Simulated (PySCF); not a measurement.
# How methods differ on the excitation energy of I

I [Kr] 4d10 5s2 5p5 (2P) → I [Kr] 4d10 5s1 5p5 5d1 (high-spin determinant), as a difference of total energies. All numbers are calculated (PySCF 2.14, a scalar-relativistic core potential, in aug-cc-pVDZ-PP with ECP28MDF). Correlated levels: valence: 4s2 4p6 4d10 frozen. The calculations carry no spin-orbit coupling.

```json
{"method": "UHF", "excitation energy (cm⁻¹)": "168060"}
{"method": "MP2 (valence)", "excitation energy (cm⁻¹)": "165000"}
{"method": "SCS-MP2 (valence)", "excitation energy (cm⁻¹)": "163700"}
{"method": "CCSD (valence)", "excitation energy (cm⁻¹)": "153270"}
{"method": "CCSD(T) (valence)", "excitation energy (cm⁻¹)": "148340"}
```

The upper state lies above the first ionisation limit, where it may autoionise and the basis confines it.

The promoted electron is Rydberg-like, and one or two diffuse shells describe it only roughly, which tends to raise the upper state.

The coupled-cluster amplitudes are large for the upper state (T1 above 0.03 or a double amplitude above 0.15), so a single reference is strained.

The determinant of the upper state mixes LS terms, which raises its energy above the lowest term, most at the Hartree-Fock and MP2 levels.
